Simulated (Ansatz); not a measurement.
Tetramethylammonium benzoate (C11H17NO2). Charge 0, multiplicity 3. Geometry PBE-D4/def2-SVP, that of the neutral singlet; atoms count from 1.

Cartesian coordinates in Å:
```
C 1.2608 -3.5114 -2.2296
N 0.8402 -2.3001 -1.4636
C 0.7137 -2.6241 0.0044
C -0.5013 -1.8100 -1.9495
C 1.8572 -1.2002 -1.6377
H 0.5096 -4.3113 -2.0923
H 1.3399 -3.2521 -3.3015
H 2.2437 -3.8526 -1.8554
H 1.7178 -2.8621 0.4004
H 0.2556 -1.7226 0.4863
H 0.0444 -3.4987 0.1088
H -0.3888 -1.4461 -2.9871
H -1.2116 -2.6576 -1.9166
H -0.8190 -1.0065 -1.2364
H 1.9312 -0.9730 -2.7180
H 2.8302 -1.5743 -1.2669
H 1.5221 -0.2877 -1.0523
O 0.9628 1.1435 -0.1198
C -0.1310 0.9524 0.4818
O -0.8203 -0.1254 0.4765
C -0.6895 2.1112 1.2973
C 0.0023 3.3361 1.3549
C -0.5092 4.4056 2.1034
C -1.7204 4.2593 2.8025
C -2.4159 3.0388 2.7491
C -1.9016 1.9708 1.9998
H 0.9476 3.4124 0.7967
H 0.0363 5.3620 2.1445
H -2.1233 5.0990 3.3906
H -3.3656 2.9235 3.2958
H -2.4178 1.0012 1.9338
```

At PBE0-D4/def2-SVP a singlet of charge 0 lies 3.99 eV below the triplet at the same geometry.

Q: Estimate the Mulliken populations of the heavy atoms from the PBE0/def2-SVP orbitals of Ansatz.

A: 
| atom | charge (e) | spin (α − β) |
| --- | --- | --- |
| C1 | 0.05 | 0.00 |
| N2 | -0.42 | 0.00 |
| C3 | 0.00 | 0.00 |
| C4 | 0.00 | 0.00 |
| C5 | -0.01 | 0.00 |
| O18 | -0.41 | 0.08 |
| C19 | 0.27 | -0.05 |
| O20 | -0.46 | 0.05 |
| C21 | -0.11 | 0.74 |
| C22 | 0.00 | -0.22 |
| C23 | -0.03 | 0.44 |
| C24 | -0.03 | 0.76 |
| C25 | -0.03 | -0.31 |
| C26 | 0.00 | 0.59 |
Mulliken values depend strongly on the basis.

Q: Where does the spin sit?

A: Summed by element: C 1.95, N 0.00, H -0.08, O 0.13, of 2 unpaired in all. Largest on single atoms: C24 0.76, C21 0.74, C26 0.59.

Q: And the Mayer bond orders between heavy atoms (over 0.3)?

A: C1–N2 0.91 (1.49 Å); N2–C3 0.88 (1.51 Å); N2–C4 0.88 (1.51 Å); N2–C5 0.87 (1.51 Å); O18–C19 1.68 (1.26 Å); C19–O20 1.55 (1.28 Å); C19–C21 0.97 (1.52 Å); C21–C22 1.22 (1.41 Å); C21–C26 0.96 (1.41 Å); C22–C23 1.56 (1.40 Å); C23–C24 0.95 (1.41 Å); C24–C25 1.28 (1.41 Å); C25–C26 1.48 (1.40 Å).
